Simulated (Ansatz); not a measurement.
Geometry optimisation, RKS PBE/def2-SVP in Ansatz.

Input file:

```yaml
crystal:
  periodic: [false, false, false]
  atoms:
    - { symbol: Al, position_ang: [0.024766, -0.551875, -0.502368] }
    - { symbol: F, position_ang: [0.01479, -0.139896, 2.343969] }
    - { symbol: Cl, position_ang: [1.831385, 0.26167, -1.203968] }
    - { symbol: Cl, position_ang: [-1.810863, 0.222785, -1.171883] }
    - { symbol: H, position_ang: [0.046221, -1.841568, 0.393663] }
    - { symbol: H, position_ang: [0.029601, -1.034615, 2.071788] }
basis:
  gaussian: { orbitals: def2-SVP }
hamiltonian:
  xc: pbe
relax:
  f_tol: 0.03
  max_steps: 50
output:
  orbitals: {}
```

Launched with:

```bash
$ ansatz run input.yaml --threads 1 --pin off --max-ram 2048MiB --backend cpu --events-out ev --progress --plain --runs-dir out
```

Problem. Where does it end, and by what steps?

Solution. The run converged. After 6 steps the energy has fallen by 0.380 eV; F2 moved furthest, 0.59 Å. Joined: Al1–F2 (2.88 → 2.05 Å).

```
step  energy less start (eV)  largest force component (eV/Å)  accepted
   0                  0.0000                           0.423       yes
   1                 -0.1085                           0.950       yes
   2                 -0.2628                           1.314       yes
   3                 -0.3702                           0.234       yes
   4                 -0.3790                           0.140       yes
   5                 -0.3792                           0.082       yes
   6                 -0.3800                           0.011       yes
```

```xyz
6
Properties=species:S:1:pos:R:3
Al 0.021 -0.525 -0.225
F 0.023 -0.046 1.766
Cl 1.829 0.272 -0.971
Cl -1.813 0.228 -0.956
H 0.042 -2.010 0.411
H 0.034 -1.002 1.906
```

Whether the end is a true minimum wasn't checked by a vibrational analysis.

Time of the run: 28 s on 1 thread of Arm Neoverse N1, on a shared host, peak memory 0.15 GiB.
